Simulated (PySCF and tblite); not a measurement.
Results of a calculation; reference values are marked as such.
C5H10Se, numbered as in [CH3:1][C@@H:2]1[CH2:3][CH2:4][Se:5][CH2:6]1.

Search: ETKDG and KDG, UFF, GFN2-xTB, 60 starts; geometries at GFN2-xTB. Energies: PBE0-D3(BJ)/pcSseg-1, with GFN2-xTB thermal terms (modes under about 100 cm⁻¹ blended into free rotors). Symmetry numbers and mirror images are counted. Conformers within 2.5 kcal/mol (GFN2-xTB free energy) were kept, 6 at most. Of two unlike H on one atom, a is the less shielded (PBE0/pcSseg-1). (PySCF 2.14, tblite 0.8.)

An NOE distance is ⟨r⁻⁶⟩^(−1/6) over all pairs of like atoms and, for the average, over conformers.

The 5-ring runs over atoms 2–3–4–5–6.

```tsv
conformer	shape	weight %
1	5-ring twist (ring torsions 40, -14, -15, 41, -54°)	51.8
2	5-ring between envelope and twist (ring torsions -37, 11, 17, -41, 52°)	48.2
```

Q: Which H–H contacts under 3.5 Å would NOEs report (pairs on one atom left out) at 298.15 K?

A: 
```tsv
pair	in 1 (Å)	in 2 (Å)	average (Å)
H2 ··· H6a	2.42	2.40	2.41
H3a ··· H4a	2.43	2.39	2.41
H3b ··· H4b	2.43	2.42	2.42
H2 ··· H3a	2.48	2.41	2.45
H1 ··· H2	2.60	2.59	2.60
H2 ··· H3b	3.05	2.56	2.74
H3a ··· H4b	2.66	3.05	2.80
H1 ··· H6b	2.81	2.80	2.81
H2 ··· H6b	3.06	2.66	2.82
H3b ··· H4a	3.06	2.67	2.83
H1 ··· H3b	2.89	2.86	2.88
H2 ··· H4a	2.65	4.25	2.93
H3b ··· H6b	2.65	4.28	2.94
H3a ··· H6a	4.28	2.66	2.97
H1 ··· H4b	5.05	2.79	3.13
H1 ··· H3a	2.99	3.90	3.24
H1 ··· H6a	3.12	3.87	3.35
```

Longer pairs under the limit may be missing.

Q: In a model where alignment follows shape alone (order matrix 0.002 × (3G/tr G − 1)/2, G the second moments of the atom positions; splitting J + 2D), what are the one-bond C–H dipolar couplings D?

A: H1 2.1 Hz (4.2 in conformer 1), H2 9.4 Hz (13.8 in conformer 1), H3a 3.4 Hz (4.0 in conformer 1), H3b 8.0 Hz (13.9 in conformer 1), H4a 1.8 Hz (11.8 in conformer 1), H4b -0.5 Hz (-4.0 in conformer 1), H6b 3.5 Hz (11.2 in conformer 1), H6a 3.0 Hz (2.4 in conformer 1).
